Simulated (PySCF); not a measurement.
WN: from constants to spectrum

ROHF-CCSD(T) constants of WN, ⁴Σ⁻ (quartet), unpaired electrons σ ↑, δ ↑↑ (basis W def2-TZVPPD with ECP60, N def2-TZVPPD; scalar-relativistic core potentials; PySCF 2.14; masses 183.9509 and 14.0031 u):

| Property | Result |
| --- | --- |
| ωe | 1060.5 cm⁻¹ |
| ωexe | 4.0 cm⁻¹ |
| Be | 0.46081 cm⁻¹ |
| αe | 0.00231 cm⁻¹ |
| D (centrifugal) | 3.48e-07 cm⁻¹ |

Task: Give the vibrational terms G(v) and spacings up to v = 6.

Result: G(v) = ωe(v+½) − ωexe(v+½)².

| v | G(v) (cm⁻¹) | G(v) − G(v−1) | Bv (cm⁻¹) |
| --- | --- | --- | --- |
| 0 | 529.2 |  | 0.4597 |
| 1 | 1581.8 | 1052.5 | 0.4573 |
| 2 | 2626.2 | 1044.5 | 0.4550 |
| 3 | 3662.8 | 1036.5 | 0.4527 |
| 4 | 4691.2 | 1028.5 | 0.4504 |
| 5 | 5711.8 | 1020.5 | 0.4481 |
| 6 | 6724.2 | 1012.5 | 0.4458 |

Correlated steps freeze 1 core orbital. De is left out where the level can put another filling of the metal’s s and d shells below the measured ground configuration, by anything from nothing to about 1 eV. Spin–orbit coupling is left out, which matters for elements this heavy, above all for dissociation energies. The state is the lowest single determinant that the PBE0 search found; with open d or f shells the true ground state can be another one.
